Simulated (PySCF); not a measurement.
Gas-phase equilibrium of 1 mol H2S, 9.3 mol H2 at 1800 K and 0.00133 bar, among 9 species (S2, S6, H2S2, H, H2S, SH, H2, S8, S). Only gases are allowed; each row takes one source of thermochemistry for all species, and Cantera finds the minimum.

Energies from PySCF, thermal terms from the rigid-rotor harmonic-oscillator model, ideal gas at 1 bar. † marks an energy on the PBE0/def2-TZVP geometry and frequencies; other levels use their own. 6-31G* has spherical d functions here. Open shells (unrestricted) among the columns below: S2 (multiplicity 3), H (multiplicity 2), SH (multiplicity 2, electronic degeneracy 4), S (multiplicity 3, electronic degeneracy 9); the rest are closed-shell singlets. Spin-orbit splitting is ignored; it lowers the true energy and changes the entropy of SH, S. B3LYP is the form with VWN-RPA correlation. No R ln 2 is added for the mirror-image form of H2S2. The harmonic model lacks anharmonicity and excited electronic states, which grow with temperature; levels with a mode under 35 cm⁻¹ are left out. Internal rotation in H2S2 is treated as a harmonic vibration of one conformer, which makes the entropy rough.

Molecules larger than those listed are left out.

Mole fractions:

```tsv
thermochemistry	x H2	x H	x S	x S2	x SH	x H2S	x H2S2
B3LYP/def2-TZVP†	0.94	0.0093	0.0040	0.039	0.0070	0.0037	3.0e-8
BLYP/def2-TZVP†	0.94	0.010	0.0024	0.042	0.0041	0.0019	1.2e-8
HF/6-31G*	0.54	0.39	0.071	2.5e-7	0.00077	5.6e-6	<1e-12
PBE/def2-SVP	0.92	0.025	0.0012	0.040	0.0043	0.0058	5.8e-8
PBE/def2-TZVP†	0.93	0.020	0.00079	0.042	0.0029	0.0035	5.5e-8
PBE0/def2-TZVP	0.93	0.021	0.0024	0.038	0.0063	0.0062	1.0e-7
```
The most sensitive of these is S2: it spans a factor of 10^5.2 over these rows; at this temperature one factor of ten is RT ln 10 = 34 kJ/mol.
